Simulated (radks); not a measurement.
The nitrogen ion N5+, configuration 1s1 7f1 (not the ground configuration).

All-electron calculation, non-relativistic Kohn-Sham, SCAN, spin-polarised, spherical densities, point nucleus; open shells are filled with parallel spins first; meta-GGA in the generalised Kohn-Sham scheme. Program: a radial shooting solver on a logarithmic mesh with Libxc functionals.

Energy parts (Ry):
part                     energy
total                 -49.74379
kinetic                49.69522
electron-nucleus      -99.67876
Hartree                 4.69251
exchange-correlation   -4.45276

Orbitals (lengths in bohr, moments of r in powers of bohr):
1s up: occ. 1; eigenvalue (Ry) -45.87043; <1/r> 6.998
7f up: occ. 1; eigenvalue (Ry) -0.68628; <1/r> 0.1220

The highest occupied level is 7f up at -9.337 eV. Virial ratio -V/T = 2.00098. The spin density at the nucleus is 109.5 e/bohr^3 (1s 109.5), a Fermi contact field of 5.74e+03 T. The electron density at the nucleus is 109.5 e/bohr^3.
